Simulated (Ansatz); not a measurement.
`C=N[SiH](C)Cl` → `C/C=N\[SiH2]Cl`  (isomerisation)

Isolated molecules relaxed with PBE0-D4/def2-TZVP in Ansatz; ΔE leaves out vibrations. CCSD(T)/CBS is the MP2 limit (def2-TZVPP, def2-QZVPP) plus CCSD(T) − MP2 in def2-TZVPP, frozen cores. DFT in def2-TZVPP. One conformer a species, not always the lowest.

| level | ΔE (kJ/mol) |
| --- | --- |
| ωB97M-V | 35.0 |
| PBE | 26.8 |

Problem. What does CCSD(T)/CBS give? (Best estimate.)

Solution. Computed: +34.9 kJ/mol. The listed levels differ from it by 0.1, -8.1 kJ/mol.

Largest T1 diagnostic among the species: 0.012.

In def2-TZVPP, CCSD(T) changes the Hartree–Fock value by +5.1 kJ/mol (the triples alone add +0.1 kJ/mol) and MP2 by +6.4 kJ/mol.
